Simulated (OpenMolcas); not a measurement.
Co2+ (d7) on a cation site of an ionic host was computed by SS-CASPT2, IPEA 0.25 Eh, imaginary shift 0.1 Eh with the d shell active (OpenMolcas, ANO-RCC-VTZP on the metal). Its lowest spin-free states, and all those of the highest spin:

```tsv
2S+1	Degeneracy	E (cm-1)
4	1	0
4	3	2860
4	3	6620
2	2	17240
2	3	17710
2	1	18530
4	3	18840
2	3	19430
2	3	22520
2	3	23330
2	3	24980
2	2	25060
```

Is the site octahedral, tetrahedral or cube-like, axial, or of lower symmetry?

The states with 2S+1 = 4 have orbital degeneracies 1, 3, 3, 3. Threefold states need a cubic site. For d7 at this spin an octahedron puts the threefold T1 below the threefold T2 and a tetrahedron or cube puts the single A2 below the threefold T2, so the site is a tetrahedron or a cube, which this pattern cannot tell apart. The first gap at this spin, 2860 cm-1, is |10Dq| in ligand-field theory. The run had Co2+ with its 8 nearest fluoride ions at 2.264 Å, on the Ca site of CaF2 (a = 5.46294 Å, distance in the model lattice 2.366 Å). The rest of the host is ab initio model potentials to 7.6 Å and point charges beyond; the distance is set by hand and nothing relaxes. Ligand basis ANO-RCC-VDZP.

Roots that are degenerate in the reference are averaged as groups; the widest CASPT2 spread within a group is 370 cm-1 (the 3-fold group of multiplicity 4 near 2860 cm-1 above the lowest state of its run). Shifts and gaps below about the spread of the groups concerned are not significant. Over all roots computed the reference weight is 0.68 to 0.69; a low but even weight reflects the number of correlated electrons. A single d shell leaves out the double-shell effect, which counts most for late 3d ions, where the CASPT2 field can be off either way by tens of per cent. Ligand-to-metal charge-transfer states are missing. These CASPT2 states fit no ligand-field parameters well, so their order and spin gaps are uncertain. For late 3d ions with one d shell CASPT2 can put B and the spin-flip bands somewhat low as well as high. With one d shell and no ligand orbital active, 10Dq can be off by tens of per cent for divalent 3d ions, low with halides held by bare charges and at times high in hosts, and the orbital part of g and χT goes as 1/10Dq. Free-ion shares, where given, are those of the reference states; single-state CASPT2 does not remix them. No measured value stands beside these numbers; the geometry was set by hand and not optimised.
